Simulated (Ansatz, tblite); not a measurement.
Removing and adding an electron: Be(NH2)2 (BeN2H4). Total charge 0; singlet. Geometry: r2SCAN-D4/def2-TZVP. Ansatz, gas phase; energy differences of separate SCF runs; the oxidised species was run as a doublet alone; the reduced species was run as a doublet alone.

```xyz
7

Be    0.000    0.000    0.000
N     0.702    0.252    1.315
H     1.261    1.062    1.529
H     0.682   -0.362    2.112
N    -0.702   -0.253   -1.315
H    -0.304   -0.736   -2.103
H    -1.640    0.038   -1.537
```

The xTB rows come from tblite. Correlated methods freeze 2 core orbitals. HOMO above LUMO, or a gap near zero within one spin, warns that the state may not be the lowest or that an electron is smeared out.

```csv
level,−HOMO (eV),vertical IE (eV),−LUMO (eV),vertical EA (eV),HOMO–LUMO gap (eV),IE − EA (eV),remarks
GFN1-xTB,10.09,13.88,3.72,0.21,6.36,13.67,–
GFN2-xTB,9.57,13.69,2.68,-1.71,6.89,15.39,–
HF/def2-TZVPD,–,–,–,-1.29,–,–,HOMO above zero (-1 doublet)
HF/def2-TZVPP,–,8.12,–,–,–,–,–
PBE-D4/def2-TZVP,5.57,8.94,0.68,–,4.89,–,gap within one spin near zero (+1 doublet)
PBE-D4/def2-TZVPD,5.71,–,0.80,-0.65,4.90,–,HOMO above zero (-1 doublet)
r2SCAN-D4/def2-TZVP,5.83,9.00,0.02,–,5.81,–,gap within one spin near zero (+1 doublet)
r2SCAN-D4/def2-TZVPD,5.94,–,0.16,-0.80,5.78,–,HOMO above zero (-1 doublet)
PBE0-D4/def2-TZVP,6.97,9.23,0.08,–,6.90,–,–
PBE0-D4/def2-TZVPD,7.08,–,0.19,-0.76,6.89,–,HOMO above zero (-1 doublet)
MP2/def2-TZVPD,–,–,–,-0.95,–,–,HOMO above zero (-1 doublet)
MP2/def2-TZVPP,–,9.73,–,–,–,–,–
CCSD/def2-TZVPD,–,–,–,-0.95,–,–,HOMO above zero (-1 doublet)
CCSD/def2-TZVPP,–,9.51,–,–,–,–,–
CCSD(T)/def2-TZVPD,–,–,–,-0.89,–,–,HOMO above zero (-1 doublet)
CCSD(T)/def2-TZVPP,–,9.60,–,–,–,–,–
```

   A HOMO above zero means that the electron is unbound at that level or that self-interaction error raises the level; the energy of removing that electron tells which. Raw xTB energy differences between charge states are shifted by several eV; the methods need an empirical correction for them. A negative affinity means that the extra electron isn't bound; its size then hangs on the basis.
